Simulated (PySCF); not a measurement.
# Ionising WH

B3LYP; PySCF, scalar-relativistic core potentials, basis sets H def2-TZVPPD, W def2-TZVPPD with ECP60. Neutral (UKS): sextet (σ ↑, π ↑↑, δ ↑↑), Re = 1.719 Å, ωe = 1902 cm⁻¹, HOMO -5.31 eV, LUMO -2.49 eV.

WH⁺ (UKS): quintet (σ ↑, π ↑, δ ↑↑), Re = 1.698 Å, ωe = 2004 cm⁻¹. The energies at the minima are -67.56556 hartree for WH and -67.26292 for WH⁺.

(1) Work out the adiabatic ionisation energy, without and with harmonic zero-point energies (1 hartree = 27.2114 eV, 1 eV = 8065.5 cm⁻¹), and the change of the bond length.

De is left out where the level can put another filling of the metal’s s and d shells below the measured ground configuration, by anything from nothing to about 1 eV. Spin–orbit coupling is left out, which matters for elements this heavy, above all for dissociation energies. With d or f electrons several states lie close, and the lowest PBE0 determinant need not be the measured ground state.

Results:

(1) At B3LYP: 0.30264 hartree = 8.235 eV between the minima; the zero-point term (2004.0 − 1902.0)/2 cm⁻¹ = +0.006 eV makes it 8.242 eV. Re changes by -2.1 pm against the neutral. The electron leaves a π orbital, which is non-bonding in a hydride.
